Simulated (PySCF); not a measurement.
PySCF job for H4OSeSi, SMILES O[SiH2][SeH], KT2/pcSseg-1. Geometry optimised at ωB97X-D3(BJ)/def2-SVP. One conformer was computed; it need not be the lowest.

```python
import numpy as np
from pyscf import gto, scf, dft
from pyscf.prop.nmr import rks as nmr

mol = gto.M(
    atom='''
    Si   -1.18596666    0.01444122    0.36923964
    O    -1.42291444    1.62341468    0.71573310
    Se    0.91532558   -0.41901668   -0.37380557
    H    -1.47424038   -0.70554806    1.63114070
    H    -2.04467145   -0.47401712   -0.74570933
    H    -1.15516777    2.25326612    0.03767585
    H     1.53985858   -0.01662812    0.89106235
    ''',
    basis='pcSseg-1',
    charge=0,
    spin=0,
    max_memory=1600,
    verbose=3,
)
mf = dft.RKS(mol, xc='kt2')
mf.grids.level = 3
mf.conv_tol = 1e-10
mf.max_cycle = 100
mf.kernel()
n = nmr.NMR(mf)
n.verbose = 2
n.max_cycle_cphf = 60
sigma = n.kernel()
print('atom   isotropic/ppm   span/ppm')
for i, s in enumerate(sigma):
    w = np.linalg.eigvalsh((s + s.T) / 2)
    print(f'{mol.atom_symbol(i):2s}{i + 1:3d} {w.mean():14.3f} {w[2] - w[0]:11.3f}')
```

Program output:

```
converged SCF energy = -2781.42610792819
atom   isotropic/ppm   span/ppm
Si  1        369.171     160.066
O   2        269.787      91.501
Se  3       2029.061     540.058
H   4         25.548      10.268
H   5         25.519      10.339
H   6         30.378      17.533
H   7         30.336      22.475
```

Self-consistency was reached.
